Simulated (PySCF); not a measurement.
HF2InS (SMILES [F][In]([F])[SH]), singlet, at a GFN2-xTB geometry (such geometries of metal compounds can be far from the true shape) (all electrons, no relativity).

Here is a job for PySCF.
```python
from pyscf import gto, scf, mcscf
import numpy

mol = gto.M(
    atom='''
In   -0.24954394    0.10915787   -0.01933577
F    -2.18820076   -0.27460427   -0.10649060
F     0.26589489    2.02206348   -0.08887046
S     1.69274951   -1.30438501    0.16003171
H     2.44441368   -0.20570859    0.14519490
''',
    basis='sto-3g',
    verbose=3,
)

mf = scf.RHF(mol)
mf.kernel()
mc = mcscf.CASSCF(mf, 3, 4)
mc.fix_spin_(ss=0.0)
mc.kernel()
occ = numpy.linalg.eigvalsh(mc.fcisolver.make_rdm1(mc.ci, mc.ncas, mc.nelecas))[::-1]
ss = mc.fcisolver.spin_square(mc.ci, mc.ncas, mc.nelecas)[0]
print('natural occupations', occ.round(4), ' <S^2>', round(ss, 4))
```

Q: Estimate the SCF-reference HOMO-LUMO gap that CASSCF(4,3)/STO-3G (PySCF) returns for this input.

A: 13.18 eV

Q: Predict the SCF-reference dipole moment from CASSCF(4,3)/STO-3G.

A: 0.43 D

Q: Predict the SCF-reference HOMO energy from CASSCF(4,3)/STO-3G.

A: -7.14 eV

Q: What natural occupations of the active orbitals does CASSCF(4,3)/STO-3G give?

A: 2.00, 1.95, 0.05

Q: Estimate the nuclear repulsion energy that CASSCF(4,3)/STO-3G returns for this input.

A: 479.0632 Eh
